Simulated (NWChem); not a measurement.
All runs are NWChem calculations. System: Ge, charge 0, spin multiplicity 3. Its SCF solution wasn't tested for a lower state. Level: UMP2/def2-TZVP, 9 core orbitals frozen.

Input file:

```
start mol
memory heap 200 mb stack 900 mb global 1100 mb
geometry units angstroms nocenter noautoz
  Ge     0.000000     0.000000     0.000000
  symmetry group D2h
end
basis spherical
  * library def2-tzvp
end
scf
  uhf
  nopen 2
  maxiter 100
  thresh 1e-7
  semidirect memsize 60000000 filesize 0
  # guess.movecs holds the orbitals of an unrestricted PBE0 run
  vectors input guess.movecs output mol.movecs
end
mp2
  freeze core 9
end
task mp2 energy
```

Output (cleaned and shortened):

```
             Northwest Computational Chemistry Package (NWChem) 7.3.0
             --------------------------------------------------------

                                NWChem Input Module
                                -------------------

 Scaling coordinates for geometry "geometry" by  1.889725989
 (inverse scale =  0.529177249)

                             Geometry "geometry" -> ""
                             -------------------------

 Output coordinates in angstroms (scale by  1.889725989 to convert to a.u.)

  No.       Tag          Charge          X              Y              Z
 ---- ---------------- ---------- -------------- -------------- --------------
    1 Ge                  32.0000     0.00000000     0.00000000     0.00000000

 Effective nuclear repulsion energy (a.u.)       0.0000000000

            Nuclear Dipole moment (a.u.)
            ----------------------------
        X                 Y               Z
 ---------------- ---------------- ----------------
     0.0000000000     0.0000000000     0.0000000000

      Symmetry information
      --------------------

 Group name             D2h
 Group number             26
 Group order               8
 No. of unique centers     1

      Symmetry unique atoms

     1


 Summary of "ao basis" -> "" (spherical)
 ------------------------------------------------------------------------------
       Tag                 Description            Shells   Functions and Types
 ---------------- ------------------------------  ------  ---------------------
 *                         def2-tzvp                  on all atoms

 Summary of "ao basis" -> "ao basis" (spherical)
 ------------------------------------------------------------------------------
       Tag                 Description            Shells   Functions and Types
 ---------------- ------------------------------  ------  ---------------------
 Ge                        def2-tzvp                16       48   6s5p4d1f

                                 NWChem SCF Module
                                 -----------------

  ao basis        = "ao basis"
[...]
  AO/Fock/Back tols     =   1.0D-09  1.0D-09  1.0D-09

 GA uses MA = F    GA memory limited = T

 Available:
  local mem=  1.26D+08
 global mem=  1.44D+08
 local disk=  0.00D+00
  mp2_memr nvloc                    31
  nvloc new                    31
   1 passes of   8:        3145728                      17095                    995608.
   1 passes of   8: M    126152330           G      144174592           F     123006602.

 Semi-direct pass number   1 of   1  for UHF alpha       at        1.4s
  vrange nnbf                  1176
  mp2_eaftype                    10  avail_ma_in_mb                  1099
 EAF : mp2_eaftype filesize          10     497804.
  mp2_eaf for mointskh                     10
Node 0 wrote      2.3 Mb in      0.0 s     Agg I/O rate:   257.2 Mb/s
 Done moints_semi at        4.6s
  mp2_eaftype                    10  avail_ma_in_mb                  1089
 EAF : mp2_eaftype filesize          10     497804.
  mp2_eaf for kh                    10
 Done maket at        4.6s
 Done multipass loop at        4.6s

 GA uses MA = F    GA memory limited = T

 Available:
  local mem=  1.26D+08
 global mem=  1.44D+08
 local disk=  0.00D+00
  mp2_memr nvloc                    33
  nvloc new                    33
   1 passes of   6:        3145728                      14596                    795688.
   1 passes of   6: M    126152330           G      144174592           F     123006602.

 Semi-direct pass number   1 of   1  for UHF beta        at        4.7s
  vrange nnbf                  1176
  mp2_eaftype                    10  avail_ma_in_mb                  1099
 EAF : mp2_eaftype filesize          10     397844.
  mp2_eaf for mointskh                     10
Node 0 wrote      1.9 Mb in      0.0 s     Agg I/O rate:   736.9 Mb/s
 Done moints_semi at        7.3s
  mp2_eaftype                    10  avail_ma_in_mb                  1089
 EAF : mp2_eaftype filesize          10     397844.
  mp2_eaf for kh                    10
 Done maket at        7.3s
 Done multipass loop at        7.3s

          -------------------------------------------
          SCF energy               -2075.321002620953
          Correlation energy          -0.182134887801
          Singlet pairs                0.000000000000
          Triplet pairs                0.000000000000
          Total MP2 energy         -2075.503137508754
          -------------------------------------------

          ---------------------------------------------------
                    Spin Component Scaled (SCS) MP2
          Same spin pairs                     -0.057825062496
          Same spin scaling factor             0.333333333333
          Opposite spin pairs                 -0.124309825305
          Opposite spin scaling fact.          1.200000000000
          SCS-MP2 correlation energy          -0.168446811198
          Total SCS-MP2 energy             -2075.489449432151
          ---------------------------------------------------

 -----------------------
 Performance information
 -----------------------

 Timer overhead =  2.42D-07 seconds/call

               Nr. of calls         CPU time (s)                 Wall time (s)                GFlops
             ---------------    -------------------     ------------------------------   -------------------
Name         Min   Avg   Max    Min     Avg     Max     Min     Avg     Max   Mx/calls   Min     Max     Sum
mp2: moin     2     2     2    5.7     5.7     5.7      5.7     5.7     5.7     2.9      0.0     0.0     0.0
mp2: make     2     2     2   6.14E-2 6.14E-2 6.14E-2  6.14E-2 6.14E-2 6.14E-2 3.07E-2   0.0     0.0     0.0
mp2: tota     1     1     1    6.0     6.0     6.0      6.0     6.0     6.0     6.0      0.0     0.0     0.0

 The average no. of pstat calls per process was 5.00D+00
 with a timing overhead of 1.21D-06s

 Task  times  cpu:        7.3s     wall:        7.3s

 Total times  cpu:        7.3s     wall:        7.3s
```
